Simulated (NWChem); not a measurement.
System: C$_{3}$H$_{7}$NSi; SMILES C=C=CN[SiH3]

Input file for NWChem:

```
start job
memory heap 200 mb stack 900 mb global 1100 mb
geometry units angstroms
  C      2.322718    -0.794722     0.601546
  C      1.457966     0.144501     0.379808
  C      0.604315     1.104981     0.160421
  N     -0.729778     0.922997    -0.188169
  Si    -1.508328    -0.602354    -0.393632
  H      2.940131    -1.204493    -0.186530
  H      2.479827    -1.209947     1.586333
  H      0.927478     2.136215     0.247233
  H     -1.235577     1.783287    -0.312715
  H     -1.458811    -1.371663     0.852781
  H     -2.875264    -0.229946    -0.756355
  H     -0.857639    -1.364541    -1.462638
end
basis spherical
  * library def2-svp
end
dft
  xc pbe0
  iterations 150
end
driver
  maxiter 120
end
task dft optimize
```

No frequency run checked for a minimum.

The level has its own optimisation. Brackets give each atom's bonded neighbours.

### Question
What results follow from this input? (PBE0/def2-SVP.) Quantities: r C–C [C(CC)–C(CHH)] (Å); r C–H [C(CHH)–H(C)] (Å); r C–C [C(CC)–C(CHN)] (Å); r C–N (Å); dipole (D).

### Answer
| Item | Value |
|---|---|
| r C–C [C(CC)–C(CHH)] (Å) | 1.310 |
| r C–H [C(CHH)–H(C)] (Å) | 1.098 |
| r C–C [C(CC)–C(CHN)] (Å) | 1.319 |
| r C–N (Å) | 1.392 |
| dipole (D) | 1.31 |
